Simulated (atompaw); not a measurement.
Before and after: PAW (atompaw) potential for Fe (Z = 26)

* Element: Fe
* Generator: atompaw 4.2.0.5
* Type: PAW
* Functional: PBEsol
* Relativity: scalar-relativistic
* Frozen core: [Ar]
* Valence charge: 8
* Reference configuration: 3d6 4s1.5 4p0.5
* Partial waves: 4s (bound): rc 2.30 bohr; 4s channel at 0.15 Ry: rc 2.30 bohr; 4p (bound): rc 2.30 bohr; 4p channel at 1.75 Ry: rc 2.30 bohr; 3d (bound): rc 1.60 bohr; 3d channel at 2.35 Ry: rc 1.60 bohr
* Local potential: bessel scheme, radius 2.00 bohr
* Core correction: smooth core density matched at 1.65 bohr
* Augmentation charge: besselshape compensation charge, radius 2.15 bohr; PAW radius 2.30 bohr; waves and projectors: custom polynom vanderbiltortho

Change: all radii scaled by about 1.17 (s 2.68, p 2.68, d 1.88 bohr); local potential bessel scheme, radius 2.34 bohr; augmentation besselshape compensation charge, radius 2.52 bohr; PAW radius 2.68 bohr; waves and projectors: custom polynom vanderbiltortho; core correction smooth core density matched at 1.92 bohr.

Cutoffs: the cutoffs (Ry, on a coarse ladder) from which the occupation-weighted sum of valence levels, in a spherical-Bessel basis at the reference potential, stays within 10 and 1 mRy of its value at 400 Ry; they do not see the model core or the augmentation charge, which bear on the density cutoff.

Question: What does the change do?

Answer: The potential gets softer (50 Ry and 70 Ry → 30 Ry and 50 Ry); neither file shows a bound ghost. A larger radius leaves more room for a smooth pseudo-wave, so fewer plane waves are needed.

| quantity | base | changed |
| --- | --- | --- |
| cutoff, loose | 50 Ry | 30 Ry |
| cutoff, tight | 70 Ry | 50 Ry |
| loose cutoff by channel (10 mRy a level) | s 6 Ry, p 6 Ry, d 35 Ry | s 6 Ry, p 6 Ry, d 25 Ry |
| bound ghosts | none | none |
| lowest overlap eigenvalue by channel | s 0.33, p 0.51, d 0.98 | s 0.29, p 0.50, d 0.97 |

 The cutoffs see the waves, projectors and local potential, not the compensation charge or the core.
